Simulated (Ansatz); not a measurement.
`[SiH3][SiH2]Br` + `[NH2][GeH3]` → `[SiH3][SiH2][NH][GeH3]` + HBr at 298.15 K and 1 bar (ligand exchange at the Si–Br bond).

Calculated with Ansatz (gas phase, PBE0-D4/def2-TZVP geometries, no zero-point term in ΔE). CBS: MP2 limit from def2 TZ/QZ plus the TZ coupled-cluster correction, frozen cores. For Br, Ge outer-core shells are correlated without core-valence functions, which leaves a few kJ/mol of doubt a bond. Scalar relativity is left out up to krypton. Each species was taken in one conformer, which may not be the lowest.

```json
{"species": "`[SiH3][SiH2]Br`", "CCSD(T)/CBS energy (Eh)": "-3154.51510", "H − E (kJ/mol)": "130.6", "S (J/(mol·K))": "334.9"}
{"species": "`[NH2][GeH3]`", "CCSD(T)/CBS energy (Eh)": "-2133.81884", "H − E (kJ/mol)": "141.9", "S (J/(mol·K))": "275.3"}
{"species": "`[SiH3][SiH2][NH][GeH3]`", "CCSD(T)/CBS energy (Eh)": "-2714.39913", "H − E (kJ/mol)": "239.4", "S (J/(mol·K))": "404.0"}
{"species": "HBr", "CCSD(T)/CBS energy (Eh)": "-2573.91920", "H − E (kJ/mol)": "24.6", "S (J/(mol·K))": "198.6"}
```

H − E and S are ideal-gas, rigid-rotor, harmonic terms from PBE0-D4/def2-TZVP, for one conformer and one mirror image of each species. 1 Eh = 2625.50 kJ/mol, R = 8.31446 J/(mol·K).

Question: By hand: ΔE, ΔH, ΔS and ΔG.

Answer: ΔE = (-2714.39913) + (-2573.91920) − (-3154.51510) − (-2133.81884) = 0.01561 Eh = 41.0 kJ/mol. Δ(H − E) = 239.4 + 24.6 − 130.6 − 141.9 = -8.5, so ΔH = 32.5 kJ/mol. ΔS = 404.0 + 198.6 − 334.9 − 275.3 = -7.6 J/(mol·K). ΔG = 32.5 − 298.15 × (-7.6)/1000 = 34.8 kJ/mol.

Question: By hand: the equilibrium constant, and the temperature at which ΔG would vanish if ΔH and ΔS stayed fixed.

Answer: log₁₀ K = −ΔG/(RT ln 10) = -6.1. ΔH and −TΔS have one sign here, so there is no such temperature.

The number of gas molecules stays the same, so ΔS is small and ΔH decides. A doubt of 5 kJ/mol in ΔE shifts log₁₀ K by 0.9 here. Other conformers and mirror images would add mixing entropy, several J/(mol·K) or more a flexible species. Modes under 60 cm⁻¹, often nearly free rotors, make the harmonic entropy too high. These are equilibria of isolated gas molecules and say nothing of rates. Largest T1 diagnostic: 0.012 (customary marks: 0.02 for closed shells, 0.045 for open ones).

ΔS is within the doubt of such terms, so its sign, and with it that verdict, could turn.
